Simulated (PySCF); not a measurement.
Kr⁺: ionisation energy

Kr⁺ [Ar] 3d10 4s2 4p5 (2P) → Kr²⁺ [Ar] 3d10 4s2 4p4 (3P), as a difference of total energies. Computed with PySCF 2.14 in pcseg-2 (6s5p3d1f, 43 functions), with no relativity, point nucleus. Correlated levels: valence: [Ar] 3d10 frozen. The calculations carry no spin-orbit coupling.

```csv
method,ionisation energy (eV),difference from reference (eV)
UHF,23.255,-1.105
M06-L,24.140,-0.220
r2SCAN,24.452,+0.092
MP2 (valence),24.068,-0.292
SCS-MP2 (valence),24.064,-0.296
CCSD (valence),24.072,-0.288
CCSD(T) (valence),24.100,-0.260
```

Reference: 24.360 eV (measured; NIST Atomic Spectra Database, ionization energies).

These non-relativistic numbers lack the scalar-relativistic shift.

The reference lies between the lowest fine-structure levels, while these numbers refer to the centres of the terms.

Errors of the correlated levels include the incompleteness of this basis and the frozen core.
